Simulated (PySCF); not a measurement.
A geometry optimisation on `N(=[CH]\[SnH3])/[H]`.

Computed with PBE0-D3(BJ)/def2-SVP geometry optimisation, gas phase, def2 core potentials past Kr (PySCF 2.14.0). Start geometry: GFN2-xTB. The input is one job of a driver script: a line of settings, then coordinates in Å.

Input:
```
{"job": {"xc": "PBE0", "basis": "def2-SVP", "d3": "d3bj", "grid": 1, "maxiter": 30, "shake": 0.01, "kind": "geom"}, "charge": 0, "multiplicity": 1}
N      1.716650    -0.137960     0.698750
C      0.918210     0.150510    -0.251660
Sn    -1.218390    -0.099400     0.017840
H      2.723950     0.025570     0.506460
H      1.255690     0.508640    -1.239090
H     -1.817130    -1.183100    -1.073020
H     -2.000050     1.325280    -0.264230
H     -1.523800    -0.608680     1.552480
```

Output:
```
step   0  E = -309.90773877  max force = 0.018810
step   1  E = -309.91118265  max force = 0.008587
step   2  E = -309.91231667  max force = 0.002280
step   3  E = -309.91238189  max force = 0.001144
step   4  E = -309.91241398  max force = 0.000403
step   5  E = -309.91241967  max force = 0.000283
optimisation converged
```

Energies in Eh; «max force» is the largest Cartesian gradient component in Eh/bohr.

Q: How much energy does the optimisation release, in eV?

A: E(step 0) − E(last step) = 0.004681 Eh, which is 0.127 eV.

Q: Give the first gradient maximum in eV/Å.

A: With 1 Eh/bohr = 51.422 eV/Å, 0.967 eV/Å.

Summary of the converged run: final energy -309.91242 Eh after 5 steps; dipole 1.74 D.

Hardware: an Arm Neoverse V1 with one thread, shared host with 64 logical CPUs at a one-minute load of 12. Cost: 14 s, 0.34 GiB resident at most.
Labels such as C1 count atoms from 1, the log's own numbers from 0.
